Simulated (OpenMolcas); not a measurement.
Al II: effect of the basis set

* Program: OpenMolcas 26.06
* Method: RASSCF
* Active space: 2 electrons in 9 orbitals (RAS2 3s 3p; RAS3 3d, at most 2 electrons)
* State averaging: 2S+1 = 3 even, 3 roots; 2S+1 = 1 even, 7 roots; 2S+1 = 3 odd, 3 roots; 2S+1 = 1 odd, 3 roots
* Spin-orbit coupling: RASSI with atomic mean-field integrals over the reference wave functions, term energies averaged over their components

A. ANO-RCC-VTZP [5s4p2d1f], DKH2, point nucleus; cost about 14 core-seconds
B. ANO-R2 [5s5p3d1f], X2C, finite nucleus; cost roughly 18 core-seconds
C. ANO-RCC-VQZP [6s5p3d2f1g], DKH2, point nucleus; cost about 11 core-seconds
D. ANO-RCC [9s9p5d3f2g], DKH2, point nucleus; cost of the order of 30 core-seconds

Energies in cm⁻¹ above 3s² ¹S₀, the measured ground level; measured values from NIST Handbook of Basic Atomic Spectroscopic Data.

```tsv
Level	A	B	C	D	Measured
3s² ¹S₀	0.0	0.0	0.0	0.0	0.0
3s 3p ³P°₀	35374	35590	35231	34984	37393
3s 3p ³P°₁	35424	35642	35282	35034	37454
3s 3p ³P°₂	35526	35745	35384	35135	37578
3s 3p ¹P°₁	60288	60495	60142	59840	59852
```

Deviations, from unrounded energies. A percentage is the sum of absolute deviations over the sum of measured energies, with the sign that they share, or ± where signs differ.

```json
{"Against measurement": "mean absolute deviation (cm-1)", "Levels": "4", "A": "1600", "B": "1500", "C": "1700", "D": "1800"}
{"Against measurement": "other configurations (%)", "Levels": "4", "A": "±3.8", "B": "±3.5", "C": "±4.0", "D": "-4.2"}
```

B lies closest to measurement on these levels and D furthest from it. The largest miss of B in the table is 3s 3p ³P°₂, by -1800 cm-1. The ranking rests on the paired levels alone, and a cruder setting can come out closer through cancelling errors.

Among A to D the level of the table that moves most is 3s 3p ¹P°₁, by 660 cm-1 (lowest in D, highest in B).

Without dynamic correlation excited terms often stand tens of per cent too high (terms of higher spin than the ground term too low), and those without a measured partner can miss by more than the paired ones. Active for correlation alone: 3d; no level in the range computed is led by a configuration that fills it, so any true level of that kind is missing. Measured partners are found by configuration, term and J. A level has none where our copy of the source lacks it or the pairing is in doubt (some pairs that miss far off the trend of their configuration count as doubtful), and it then counts in no deviation. Levels of configurations outside the active space are missing. The table leaves out levels that lie high or whose names do not pair safely across all columns.

° marks odd parity.
